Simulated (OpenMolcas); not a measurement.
# Levels of Al by method

```yaml
Program: OpenMolcas 26.06
Basis: ANO-RCC-VTZP [5s4p2d1f]
Scalar_Hamiltonian: DKH2, point nucleus
Active_space: 3 electrons in 4 orbitals (3s 3p)
State_averaging: 2S+1 = 4 odd, 1 root (0 in the spin-orbit step); 2S+1 = 2 odd, 3 roots; 2S+1 = 4 even, 3 roots; 2S+1 = 2 even, 5 roots
Spin-orbit_coupling: state interaction with AMFI integrals over the reference wave functions, term energies averaged over their components
```

Methods on the same reference wave functions:
A. CASSCF
B. SS-CASPT2, IPEA 0.25 Eh, imaginary shift 0.1 Eh (closed shells correlated: 2s 2p)
C. XMS-CASPT2, IPEA 0.25 Eh, imaginary shift 0.1 Eh (closed shells correlated: 2s 2p)

Energies in cm⁻¹ above 3s² 3p ²P°_1/2, the measured ground level; measured values from NIST Handbook of Basic Atomic Spectroscopic Data.

```csv
Level,A,B,C,Measured
3s² 3p ²P°_1/2,0.0,0.0,0.0,0.0
3s² 3p ²P°_3/2,103,103,103,112
3s 3p² ⁴P_1/2,23042,26780,27100,29020
3s 3p² ⁴P_3/2,23079,26820,27140,29067
3s 3p² ⁴P_5/2,23141,26880,27200,29143
3s 3p² ²D_3/2,45047,40990,38500,
3s 3p² ²D_5/2,45047,40990,38500,
```

Deviations, from unrounded energies. A percentage is the sum of absolute deviations over the sum of measured energies, with the sign that they share, or ± where signs differ.

| Against measurement | Levels | A | B | C |
| --- | --- | --- | --- | --- |
| mean absolute deviation (cm-1) | 4 | 4500 | 1700 | 1500 |
| fine structure of the ground term (%) | 1 | -7.9 | -7.9 | -7.9 |
| other configurations (%) | 3 | -20.6 | -7.7 | -6.6 |

C lies closest to measurement on these levels and A furthest from it. The largest miss of C in the table is 3s 3p² ⁴P_5/2, by -1900 cm-1. The ranking rests on the paired levels alone, and a cruder setting can come out closer through cancelling errors.

Between B and C the level of the table that moves most is 3s 3p² ²D_3/2, by 2500 cm-1 (lowest in C, highest in B). Moves below CASPT2's spread within the term are not significant.

The mean deviations of B to C differ by less than CASPT2's widest spread within a term (250 cm-1), so their order carries little weight.

The lowest spin-free term lies below A's lowest term by 0.234 hartree in B, 0.238 hartree in C.

Term energies are means over components that CASPT2 splits; among the terms shown or strongly mixed into the levels shown the widest spread is 250 cm-1 (3s 3p² ²D, C). Over all roots computed the reference weight is 0.88 to 0.97 in C; the roots of lowest weight are the least certain, and an intruder state may touch them. Terms of s pⁿ other than that of highest spin mix with s² pⁿ⁻² d, which this space lacks; all of them can be thousands of cm-1 off, and some have no real level of that name. Without dynamic correlation excited terms often stand tens of per cent too high (terms of higher spin than the ground term too low), and those without a measured partner can miss by more than the paired ones (holds for A). Computed and measured levels are paired by configuration, term and J; levels that our copy of the source lacks, or whose pairing is in doubt (as where it misses far off the trend of its configuration), stay unpaired and out of the deviations. Only configurations of the active space appear.

° marks odd parity.
